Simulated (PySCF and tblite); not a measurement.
Values are calculated unless marked as measured or tabulated.
Stationary points of C₅H₁₁NS at GFN2-xTB, in Å:

Structure A

```
 1 C    -2.188    0.036    0.514
 2 N    -0.851    0.226    0.033
 3 C    -0.164   -0.816   -0.679
 4 C     1.178   -1.136   -0.005
 5 C     2.085    0.084    0.026
 6 S     1.351    1.421    1.024
 7 C    -0.226    1.479    0.035
 8 H    -2.411    0.784    1.273
 9 H    -2.284   -0.951    0.972
10 H    -2.937    0.121   -0.288
11 H    -0.791   -1.708   -0.695
12 H     0.025   -0.510   -1.722
13 H     0.994   -1.470    1.018
14 H     1.675   -1.941   -0.551
15 H     3.044   -0.144    0.488
16 H     2.254    0.475   -0.980
17 H     0.086    1.806   -0.967
18 H    -0.842    2.242    0.503
```

Structure B

```
 1 C    -1.873   -0.002    0.700
 2 N    -1.028    0.279   -0.443
 3 C    -0.177   -0.821   -0.856
 4 C     1.000   -1.108    0.088
 5 C     1.913    0.101    0.215
 6 S     1.016    1.516    0.934
 7 C    -0.335    1.506   -0.348
 8 H    -1.319   -0.030    1.646
 9 H    -2.370   -0.958    0.548
10 H    -2.630    0.780    0.770
11 H    -0.801   -1.712   -0.951
12 H     0.215   -0.573   -1.849
13 H     0.625   -1.384    1.075
14 H     1.571   -1.951   -0.308
15 H     2.750   -0.099    0.884
16 H     2.297    0.410   -0.760
17 H     0.148    1.741   -1.298
18 H    -1.009    2.311   -0.061
```

Structure C

```
 1 C    -2.244    0.087    0.301
 2 N    -0.805    0.084    0.443
 3 C    -0.158   -0.892   -0.415
 4 C     1.292   -1.116    0.012
 5 C     2.120    0.148   -0.140
 6 S     1.454    1.450    0.941
 7 C    -0.239    1.391    0.279
 8 H    -2.671    0.785    1.019
 9 H    -2.622   -0.911    0.521
10 H    -2.575    0.373   -0.710
11 H    -0.705   -1.833   -0.326
12 H    -0.186   -0.579   -1.476
13 H     1.306   -1.427    1.058
14 H     1.726   -1.913   -0.596
15 H     3.152   -0.007    0.167
16 H     2.099    0.519   -1.167
17 H    -0.190    1.718   -0.775
18 H    -0.806    2.120    0.858
```

Level: PBE0/pcSseg-1 + D3(BJ) on GFN2-xTB stationary points, with GFN2-xTB thermal terms.

Q: Which structure is a saddle point, and along which motion?

A: A: one imaginary mode (176i cm⁻¹ at GFN2-xTB, mostly on N2, C1, H9), along the pyramidal inversion at N2.

Q: Give their symmetry and energies above the lowest.

A: A C1, 6.7 kcal/mol; B C1, 0.0 kcal/mol; C C1, 2.3 kcal/mol.
